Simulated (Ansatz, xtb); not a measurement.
**Relative energy of two isomers of CH7B3FN3O**

We compare a, `CON1BNB(F)NB1`, a singlet, with b, `CON1BNBNB1F`, a singlet. Both are isolated molecules in the gas phase, relaxed with PBE-D3(BJ)/def2-SVP; the shapes shown needn't be the lowest conformers.

a (Å):

```tsv
atom	x (Å)	y (Å)	z (Å)
C	1.9273	1.9579	-0.7271
B	-1.0651	1.2252	0.0833
B	-2.1054	-0.9506	-0.6213
B	0.3910	-0.8133	-0.3714
F	-3.2085	-1.6725	-0.9170
N	0.2093	0.5654	-0.0059
N	-2.2112	0.4278	-0.2410
N	-0.8021	-1.5452	-0.6809
O	1.3554	1.2960	0.3887
H	2.2561	1.2372	-1.5115
H	1.2184	2.6880	-1.1826
H	2.8099	2.5008	-0.3367
H	-1.1463	2.3904	0.4076
H	-3.1387	0.8521	-0.1929
H	-0.7245	-2.5280	-0.9466
H	1.4962	-1.3092	-0.4178
```

b (Å):

```xyz
16

C     0.5281    2.2246   -1.3492
B    -0.7948    1.5933    1.5482
B    -1.4124   -0.7855    2.1542
B    -1.3035   -0.1009   -0.2644
F    -1.4175   -0.3999   -1.5712
N    -0.9262    1.2228    0.1682
N    -1.0418    0.5553    2.5096
N    -1.5342   -1.0806    0.7555
O    -0.7884    2.2255   -0.8155
H     1.2910    2.4269   -0.5627
H     0.7685    1.2620   -1.8551
H     0.5473    3.0416   -2.0962
H    -0.4851    2.7220    1.8636
H    -0.9545    0.7890    3.4990
H    -1.6150   -1.6348    2.9997
H    -1.7992   -2.0232    0.4652
```

Task: Estimate E(b) − E(a) at the level CCSD(T)/def2-SVP + ΔMP2/def2-TZVPP.

Result: CCSD(T)/def2-SVP + ΔMP2/def2-TZVPP gives E(b) − E(a) = +1.28 kcal/mol, slightly favouring structure a, which is too small a margin to settle the true order.

Level by level:

| level | geometry | E(b) − E(a) (kcal/mol) | departure from the last row (kcal/mol) | job, with rough time for the two |
| --- | --- | --- | --- | --- |
| GFN2-xTB | GFN2-xTB | +1.95 | +0.67 | optimisation, 1.4 s |
| HF/STO-3G | GFN2-xTB | +0.79 | −0.50 | single point, 2.3 s |
| r2SCAN-D4/def2-SVP | GFN2-xTB | +1.26 | −0.02 | single point, 16 s |
| PBE-D3(BJ)/def2-SVP | PBE-D3(BJ)/def2-SVP | +1.22 | −0.07 | optimisation, 94 s |
| HF/def2-SVP | PBE-D3(BJ)/def2-SVP | +1.20 | −0.08 | part of the CCSD(T) run |
| MP2/def2-SVP | PBE-D3(BJ)/def2-SVP | +1.25 | −0.03 | part of the CCSD(T) run |
| CCSD(T)/def2-SVP | PBE-D3(BJ)/def2-SVP | +1.17 | −0.11 | single point |
| CCSD(T)/def2-SVP + ΔMP2/def2-TZVPP | PBE-D3(BJ)/def2-SVP | +1.28 |  | single point, 11 min |

As drawn, both hold the same kinds of bond in the same numbers.

The largest departure from CCSD(T)/def2-SVP + ΔMP2/def2-TZVPP is that of GFN2-xTB, 0.67 kcal/mol. The last row adds to CCSD(T) the change of the MP2 difference between the two basis sets, here +0.11 kcal/mol.

With thermal terms from frequencies at re-optimised GFN2-xTB minima (ideal gas, soft modes damped towards free rotors, one conformer each, 298.15 K, 1 atm): on the last row, ΔE + ΔZPE = +1.30, ΔH = +1.33, ΔG = +1.27 kcal/mol.

The correlated steps freeze 9 core orbitals. Codes used: Ansatz 0.2.0, xtb 6.7.1; the last row on 2 threads of AMD EPYC (Zen 3) on a shared host.
